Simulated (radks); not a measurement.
Neutral lutetium inside a hard spherical wall (all orbitals vanish at R), configuration held at [Xe] 4f14 5d1 6s2 and not refilled when levels cross. All-electron calculation, scalar-relativistic Kohn-Sham, PBEsol, spin-polarised, spherical densities, finite nucleus; open shells are filled with parallel spins first (spin-orbit coupling, left out, can overturn this in heavy ions); Fermi nuclear charge, rms radius 5.37 fm. Program: a radial shooting solver on a logarithmic mesh with Libxc functionals. Eigenvalues in eV for spin up, with the zero of energy where the potential of the charges vanishes at infinity; a dash marks a level that is unbound or too diffuse for the functional's potential to be trusted. A positive occupied level is held by the wall or, in an anion where self-interaction has pushed it up, behind a barrier. The pressure on the wall is -dE/dV.

R (bohr)  E (hartree)  kinetic (hartree)    e(5p)   e(4f)   e(6s)   e(5d)  e(6p, empty)  e(7s, empty)  pressure (GPa)
free      -14557.0163          15900.167  -31.801  -9.629  -4.870  -1.978        -1.432             -               0
20        -14557.0163          15900.167  -31.801  -9.629  -4.870  -1.978        -1.432        -0.061        < 0.0001
8         -14557.0051          15900.246  -31.233  -9.051  -4.446  -1.480        -0.533         5.077           0.411
7         -14556.9857          15900.356  -30.655  -8.460  -3.937  -0.955         0.374         8.417            1.48
6         -14556.9317          15900.614  -29.579  -7.347  -2.794   0.083         2.280        14.616            5.62
5         -14556.7768          15901.244  -27.663  -5.315  -0.085   2.151         6.544        27.025            23.9
4         -14556.2786          15903.098  -24.101  -1.329   7.227   6.672        17.276        54.925             130
3.5       -14555.6245          15905.527  -20.848   2.468  15.691  11.217        28.907        82.675             357
2.5       -14550.3783          15924.736   -2.895  22.645  69.665  36.672        95.438        224.57            4550
2         -14538.9252          15963.628   27.471  51.647  161.17  77.681        199.19        426.96           23300
